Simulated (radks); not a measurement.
Problem. All-electron atom: Kr2+ in [Ar] 3d10 4s2 4p4. All-electron calculation, Dirac Kohn-Sham, LDA (Slater exchange, Perdew-Wang correlation), spin-unpolarised, spherical densities, finite nucleus; open shells fill j = l - 1/2 first; Fermi nuclear charge, rms radius 4.1884 fm. Program: a radial shooting solver on a logarithmic mesh with Libxc functionals. Some entries of the table are withheld. Estimate them.

orbital  occ.  eigenvalue (hartree)  <r^2> (bohr^2)
1s1/2       2             -520.2261        0.002324
2s1/2       2             -69.32549         0.03976
2p1/2       2                   (1)         0.03044
2p3/2       4                   (2)         0.03187
3s1/2       2             -10.59426          0.3245
3p1/2       2              -8.28807          0.3339
3p3/2       4              -7.99658          0.3470
3d3/2       4                   (3)          0.3764
3d5/2       6                   (4)          0.3817
4s1/2       2              -1.69740           2.554
4p1/2       2              -1.16296           3.376
4p3/2       2              -1.13280           3.499
5s1/2       0              -0.46014           15.60
4d3/2       0              -0.44991             (5)
4d5/2       0              -0.44779             (6)
5p1/2       0              -0.33615           22.33
5p3/2       0              -0.33082           22.96
4f5/2       0              -0.14387             (7)
4f7/2       0              -0.14387             (8)

Solution. 
(1) 2p1/2 eigenvalue (hartree): -62.79817
(2) 2p3/2 eigenvalue (hartree): -60.82356
(3) 3d3/2 eigenvalue (hartree): -3.95933
(4) 3d5/2 eigenvalue (hartree): -3.91127
(5) 4d3/2 <r^2> (bohr^2): 8.522
(6) 4d5/2 <r^2> (bohr^2): 8.599
(7) 4f5/2 <r^2> (bohr^2): 55.45
(8) 4f7/2 <r^2> (bohr^2): 55.46
